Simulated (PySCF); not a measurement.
A GIAO shielding run with PySCF (density fitting, non-relativistic, gas phase) on `CN(C)C(=S)C(C)(C)C`, C7H15NS:

```
$ OMP_NUM_THREADS=1 python probes_run.py task.json out

{"job": {"kind": "nmr", "xc": "PBE0", "basis": "pcSseg-1"}, "charge": 0, "multiplicity": 1}
C      1.770305    -0.847413    -0.670534
N      1.441030     0.131064     0.339248
C      2.607678     0.628707     1.036138
C      0.239353     0.679073     0.589458
S      0.174572     2.045674     1.519974
C     -1.057602     0.076367     0.052980
C     -1.285608     0.549838    -1.390948
C     -1.074344    -1.458142     0.156071
C     -2.235283     0.592749     0.892842
H      1.912352    -1.837209    -0.226344
H      1.009836    -0.906905    -1.439566
H      2.705204    -0.547934    -1.148700
H      3.045190     1.481821     0.510831
H      2.325708     0.958347     2.035024
H      3.344258    -0.169908     1.110191
H     -2.240271     0.172490    -1.750598
H     -0.508663     0.213717    -2.073150
H     -1.310649     1.637007    -1.419309
H     -0.592408    -1.950285    -0.682057
H     -2.105809    -1.802031     0.179064
H     -0.593972    -1.781831     1.076821
H     -3.166567     0.172547     0.519417
H     -2.114011     0.306799     1.935003
H     -2.302033     1.675220     0.844223
```

Hardware: 1 thread of an Arm Neoverse V1, shared host. The job also computes population analyses, field gradients.

Problem. How large is the calculation?

Solution. 80 electrons, 235 basis functions and 1232 auxiliary functions.

Problem. How long does it take, and how much memory does it need?

Solution. 54 s of wall time, with 14 SCF cycles and 5 response iterations; peak memory 1.1 GiB. Times on a shared host scatter by some tens of per cent.
